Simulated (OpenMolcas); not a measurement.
Hf3+ (d1) among equal point charges was computed by CASSCF with the d shell active (OpenMolcas, ANO-RCC-VDZP on the metal). Its lowest spin-free states, and all those of the highest spin:

```json
{"2S+1": "2", "Degeneracy": "2", "E (cm-1)": "0.0"}
{"2S+1": "2", "Degeneracy": "1", "E (cm-1)": "4623"}
{"2S+1": "2", "Degeneracy": "1", "E (cm-1)": "9604"}
{"2S+1": "2", "Degeneracy": "1", "E (cm-1)": "19661"}
```

Q: Is the site octahedral, tetrahedral or cube-like, axial, or of lower symmetry?

A: The states with 2S+1 = 2 have orbital degeneracies 2, 1, 1, 1. There are pairs but no triples, so the site is axial: not cubic, but with a proper or improper axis of order three or more. The run had Hf3+ among 6 point charges of -1.7 e arranged as a tetragonal octahedron (D4h), 2.32 Å from the ion, with the axial distance 2.738 Å. The active orbitals were held to one l.

An orbital doublet at a regular site is open to a Jahn-Teller distortion, which this geometry leaves out. Point charges carry no covalency, so the field is a model and not that of real ligands. No measured value stands beside these numbers.
